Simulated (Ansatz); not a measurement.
The same atomization along the group O, S, Se.

Isolated molecules relaxed with PBE0-D4/def2-TZVP in Ansatz; ΔE leaves out vibrations. CCSD(T)/CBS is the MP2 limit (def2-TZVPP, def2-QZVPP) plus CCSD(T) − MP2 in def2-TZVPP, frozen cores. Small cases extrapolate CCSD(T) itself. DFT in def2-TZVPP. Open shells (•) are unrestricted, without spin–orbit coupling. Spin–orbit coupling would lower the free atoms: a little for C, O, S; clearly for Se. For Se outer-core shells are correlated without core-valence functions, so the limit isn't a true one: a few kJ/mol of doubt a bond, and 10 to 20 or more in all where bonds break to atoms. Scalar relativity is left out up to krypton.

| reaction | PBE-D4 (kJ/mol) | LDA (SPW92) (kJ/mol) |
| --- | --- | --- |
| `C=O` → C• + 2 H• + O• | 1617 | 1814 |
| `C=S` → C• + 2 H• + S• | 1398 | 1567 |
| `C=[Se]` → C• + 2 H• + Se• | 1317 | 1484 |

Question: Give the CCSD(T)/CBS values in the same order. (An estimate is asked.)

Answer: Ansatz gave: 1562, 1359, 1289 kJ/mol.

Largest T1 diagnostic: 0.016, for `C=S`.

Extrapolated directly: `C=O` → C• + 2 H• + O•; `C=S` → C• + 2 H• + S•.

For atomizations the MP2-based limit and the directly extrapolated one differ by several kJ/mol either way, and by 10 to 25 for some Ge, Se and Sn compounds, so smaller differences from it don't rank the levels.
